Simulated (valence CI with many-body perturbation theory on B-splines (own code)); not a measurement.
Tl LIX in brief

Calculated by relativistic CI+MBPT: five valence electrons over a frozen Dirac-Fock core [Ar], radial functions for each j: 7 s, 7 p, 8 d, 6 f, 4 g, 1 h, with the one-electron correlation potential Σ1, the two-electron term Σ2, the three-electron term Σ3, Breit, model QED; selected CI, second order for the rest (own B-spline code, finite nucleus).

The last digits are not significant, and no measured levels were compared; by estimate large intervals hold to a few tenths of a per cent, small ones and those within an open d or f shell to about a per cent. The list stops below the first excitations out of the core. Only levels of the ground parity were solved; by the run's estimate the other parity begins above the list, which can be wrong where configurations are misplaced.

Levels are named by their leading jj configuration (3d3/2^4 stands for four electrons in 3d with j = 3/2), which in mixed levels can hold well under half, so a name can repeat and another be missing.

Rates and lifetimes use the calculated energies. Strong lines usually hold to 10 to 20 %, long lifetimes can be off by a factor of two.

What is the ground level?

(3d3/2^4 3d5/2) J=5/2, composition 27 % 3d⁵ ²D + 24 % 3d⁵ ⁴P + 19 % 3d⁵ ²F, g = 1.246.

How well does LS coupling describe the low levels?

Among the lowest 20 levels the leading LS term, summed over configurations, holds 49 % on average. For single configurations the figures are 49 % in LS and 99 % in jj coupling. Terms mix most in the J = 5/2 level at 0 cm⁻¹, where the leading one holds 27 %.

What is the ionisation energy?

5969.9 eV; NIST lists 5969 ± 6 eV (theoretical).
